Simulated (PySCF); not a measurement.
## KF: a base run and its variants

Base input, run as `python input.py` with PySCF 2.14:

```python
from pyscf import gto, dft

mol = gto.M(
    atom='K 0 0 0; F 0 0 2.381',
    basis='def2-svp',
    charge=0,
    spin=0,
    symmetry=True,
    verbose=3,
)
mf = dft.RKS(mol, xc='m06')
mf = mf.density_fit(auxbasis='def2-universal-jkfit')
mf.kernel()
mf.dip_moment()
print('orbital energies (hartree):', mf.mo_energy[..., max(0, mol.nelec[1]-3):mol.nelec[0]+3].round(4))
```

Base result: E(SCF) = -699.587077 Eh, μz(SCF) = -8.95 D. Stability towards an unrestricted solution was not tested. The bond length is a typed value, not an optimised one.

Wall time 2.3 s on one thread of a shared host.

Each row names what differs from the base; energies in brackets are changes from the base.

```tsv
change	result
integration grid: default → 1	E(SCF) = -699.585629 Eh (+0.0394 eV), μz(SCF) = -8.95 D
functional: m06 → pw6b95	E(SCF) = -700.159547 Eh, μz(SCF) = -8.84 D
convergence threshold: default → 1e-11	E(SCF) = -699.587077 Eh (+0.0000 eV), μz(SCF) = -8.95 D
functional: m06 → pbe,pbe,pbe [unsound on purpose]	stops with ValueError (too many values to unpack (expected 2))
step after the SCF: none → eomip; SCF type: RKS → RHF; functional: m06 → none (Hartree–Fock); frozen orbitals: default → 6; number of roots: default → 6	E(SCF) = -698.456858 Eh, E(CCSD) − E(SCF) = -0.25034 Eh, μz(SCF) = -9.75 D, ionisation roots 8.072, 8.072, 8.177, 24.898, 25.339, 25.339 eV
spin (2S): 0 → 4; SCF type: RKS → UKS [spin-contaminated]	not converged: SCF
spin-free X2C: off → on [basis contracted without relativity]	E(SCF) = -701.664656 Eh, μz(SCF) = -8.93 D
Cartesian functions: off → on	E(SCF) = -699.594935 Eh (-0.2138 eV), μz(SCF) = -8.88 D
PCM solvent, dielectric constant: none → 2.27	E(SCF) = -699.604952 Eh (-0.4864 eV), μz(SCF) = -9.41 D
cycle limit: 50 → 2 [unsound on purpose]	not converged: SCF
charge: 0 → 1; spin (2S): 0 → 1; SCF type: RKS → UKS [another spin of the ion may lie lower]	E(SCF) = -699.259765 Eh (+8.9066 eV), ⟨S²⟩ = 0.752
step after the SCF: none → polarizability	E(SCF) = -699.587077 Eh (+0.0000 eV), μz(SCF) = -8.95 D, α(xx, yy, zz) = 13.5, 13.5, 21.3 bohr³
geometry: bond 2.381 → bond 2.667	E(SCF) = -699.567598 Eh (+0.5300 eV), μz(SCF) = -10.18 D
cycle limit: 50 → 1 [unsound on purpose]	not converged: SCF
functional: m06 → mn15	E(SCF) = -699.450808 Eh, μz(SCF) = -9.05 D
smearing width (hartree): none → 0.005	E(SCF) = -699.587074 Eh (+0.0001 eV), μz(SCF) = -8.95 D
step after the SCF: none → optimize	E(SCF) = -699.587077 Eh (+0.0000 eV), all at the start geometry; optimised bond 2.146 Å with E = -699.595275 Eh after 5 steps
step after the SCF: none → mp2; SCF type: RKS → RHF; functional: m06 → none (Hartree–Fock); frozen orbitals: default → 0	E(SCF) = -698.456858 Eh, E(MP2) − E(SCF) = -0.24695 Eh, μz(SCF) = -9.75 D
geometry: bond 2.381 → bond 1.905	E(SCF) = -699.577729 Eh (+0.2544 eV), μz(SCF) = -6.68 D
length unit: angstrom → bohr [unsound on purpose]	E(SCF) = -698.846002 Eh (+20.1657 eV), μz(SCF) = -0.77 D
basis set: def2-svp → def2-svpd	E(SCF) = -699.618500 Eh (-0.8551 eV), μz(SCF) = -9.86 D
integration grid: default → (50, 194)	E(SCF) = -699.587415 Eh (-0.0092 eV), μz(SCF) = -8.95 D
spin (2S): 0 → 2; SCF type: RKS → UKS [a high spin state]	E(SCF) = -699.400519 Eh (+5.0765 eV), ⟨S²⟩ = 2.002, μz(SCF) = 2.78 D
```

**Question.** Order these changes by how far they move the SCF energy from the base, largest first: (1) Cartesian functions: off → on; (2) PCM solvent, dielectric constant: none → 2.27; (3) geometry: bond 2.381 → bond 1.905; (4) geometry: bond 2.381 → bond 2.667.

**Answer.** (4) +0.5300 eV, (2) -0.4864 eV, (3) +0.2544 eV, (1) -0.2138 eV.
